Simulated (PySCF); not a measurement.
Work out the structure from these simulated measurements.

Formula: C5H10O4S.

| Quantity | Value |
| --- | --- |
| 1H NMR | chemical shifts (computed TMS as zero) by class: 8.14 (1 H), 5.55 (1 H), 2.77 (1 H), 2.67 (1 H), 1.89 (3 H), 1.60 (3 H) ppm [GIAO PBE0/pcSseg-1] |
| 13C NMR | chemical shifts (computed TMS as zero) by class: 166.6 (1 C), 89.6 (1 C), 59.8 (1 C), 11.8 (1 C), 6.2 (1 C) ppm [GIAO PBE0/pcSseg-1] |
| Dipole | 2.89 D [PBE0/pcSseg-1] |
| Rotational structure | rotational constants A, B, C: 1.525, 1.061, 0.757 GHz [GFN2-xTB] |
| NMR, other nuclei | isotropic shieldings of nuclei other than C and H, by class: -114 (1 O), 102 (1 O), 143 (1 O), 155 (1 O), 180 (1 S) ppm [GIAO PBE0/pcSseg-1] |

Gas-phase values; electronic properties from PySCF, density fitting. Levels stand in brackets. The structure is a single GFN2-xTB conformer in the gas phase; no vibrational or solvent corrections. NMR classes are plain means over equivalent atoms (diastereotopic ones count apart unless rotation or inversion swaps them), as if these changed places fast.

**Question.** Propose a structure and show how it fits.

**Answer.** Numbering: `[CH3:1][CH2:2][S:3](=[O:4])(=[O:5])[C@H:6]([CH3:7])[O:8][CH:9]=[O:10]`. 5 carbons fall into 5 classes; from least to most shielded: ester carbonyl carbon [C9] (166.6 ppm), sp3 carbon bound to oxygen [C6] (89.6 ppm), sp3 carbon bound to sulfur [C2] (59.8 ppm), methyl carbon [C7] (11.8 ppm), methyl carbon [C1] (6.2 ppm). Hydrogen classes from least to most shielded: 1 H on an ester carbonyl carbon, C9 (8.14 ppm), 1 H on an sp3 carbon bound to oxygen, C6 (5.55 ppm), 1 H on an sp3 carbon bound to sulfur, C2 (2.77 ppm), 1 H on an sp3 carbon bound to sulfur, C2 (2.67 ppm), 3 H on a methyl carbon, C7 (1.89 ppm, a mean of values up to 0.7 ppm apart in this geometry), 3 H on a methyl carbon, C1 (1.60 ppm, a mean of values up to 0.6 ppm apart in this geometry). The other shieldings belong to: -114 ppm, ester carbonyl oxygen [O10]; 102 ppm, ester single-bonded oxygen [O8]; 143 ppm, sulfonyl oxygen [O5]; 155 ppm, sulfonyl oxygen [O4]; 180 ppm, sulfonyl sulfur [S3]. The optimised geometry has point group C1 and is an asymmetric top. Structure: `CCS(=O)(=O)[C@H](C)OC=O`. Computed isomers that give other values at the same levels: `COCO[C@H]1CCS1(=O)=O` (13C chemical shifts (computed TMS as zero) by class: 110.7 (1 C), 99.8 (1 C), 70.2 (1 C), 58.0 (1 C), 19.5 (1 C) ppm); `CCS(=O)(=O)[C@@H](C)C(=O)O` (13C chemical shifts (computed TMS as zero) by class: 176.4 (1 C), 71.2 (1 C), 48.1 (1 C), 14.1 (1 C), 5.1 (1 C) ppm). The assignments are read from this structure; whether some other isomer fits the data as well wasn't checked. The mirror image fits equally.

Conformer computed: `[CH3:1][CH2:2][S:3](=[O:4])(=[O:5])[C@H:6]([CH3:7])[O:8][CH:9]=[O:10]`: C1–C2–S3–O4 -72°, C2–S3–C6–C7 -173°, S3–C6–O8–C9 -87°, C6–O8–C9–O10 1°.
